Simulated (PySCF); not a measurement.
GeHF, SMILES [F][GeH] (connectivity only; charge and spin as stated), neutral, multiplicity 1.

The structure is a stationary point at ωB97X-D3(BJ)/def2-TZVP.

Computed with r2SCAN/def2-TZVPD run with PySCF.

Symmetry labels are those of the subgroup Cs that the program uses (full group Cs).

List the valence orbital energies around the gap with their symmetry. (An estimate is asked for; the answer gives what the named calculation found.)


| orbital | symmetry | energy (eV) |
|---|---|---|
| HOMO−7 | A" | -31.32 |
| HOMO−6 | A' | -31.15 |
| HOMO−5 | A' | -29.63 |
| HOMO−4 | A' | -13.68 |
| HOMO−3 | A' | -10.39 |
| HOMO−2 | A" | -10.15 |
| HOMO−1 | A' | -9.74 |
| HOMO | A' | -6.41 |
| LUMO | A" | -3.60 |
| LUMO+1 | A' | -0.70 |
| LUMO+2 | A' | 0.86 |
| LUMO+3 | A' | 1.70 |
